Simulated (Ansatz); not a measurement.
## Relative stability

The two ends of one reaction step of GeHBrCl2, closed shell (PBE0-D4/def2-TZVP).

A:

```xyz
5
angstrom
Ge -0.0842 1.1585 -0.8583
Br 0.1138 -1.9415 -0.7231
H 0.7463 -1.5903 0.5056
Cl -2.0236 1.1991 0.1623
Cl 1.2477 1.1743 0.9136
```

B:

Ge1  (-0.327, 0.689, -1.173)
Br2  (-0.290, -1.699, -1.021)
H3  (1.199, -0.667, 0.979)
Cl4  (-2.083, 1.102, 0.060)
Cl5  (1.502, 0.574, 1.155)
(Å)

Computed with Ansatz 0.2.0 (basis: def2-TZVPP); correlated methods freeze the cores. Filled d shells of the heavier atoms are correlated. The def2 sets are not built for correlating such inner shells, so the correlated values are less sure here. B3LYP uses VWN-RPA correlation.

(1) Which structure is lower at CCSD(T), and by how much? (To be estimated.)

The T1 diagnostic stays at or below 0.011.

## Answers

(1) By the calculation: B, by 7.4 kJ/mol (electronic energy, against the other). By their contacts, A is a complex of GeCl₂ + HBr and B is a complex of GeBrCl + HCl.

All methods give the same order:

```tsv
method	E(B) − E(A) (kJ/mol)
SPW92	-11.3
PBE-D4	-10.5
BLYP-D4	-9.6
r2SCAN-D4	-9.1
B97M-V	-5.0
PBE0-D4	-10.2
B3LYP-D4	-9.4
r2SCAN0-D4	-9.5
BHLYP-D4	-9.2
CAM-B3LYP-D4	-7.5
wB97X-V	-6.9
wB97M-V	-8.0
B2PLYP	-8.7
PBE-QIDH	-9.4
RPA on PBE	-6.0
HF	-7.0
MP2	-8.3
CCSD	-6.8
CCSD(T)	-7.4
```

For scale, one of the runs: CCSD(T)/def2-TZVPP, 194 basis functions, launched by `ansatz run in.yaml --threads 4 --pin off --events-out ev --progress --plain --max-ram 9574MiB`. Time: 31 s of wall clock on 4 CPU threads of an AMD EPYC 9R45; the host was shared. Peak host memory: 2.2 GiB.
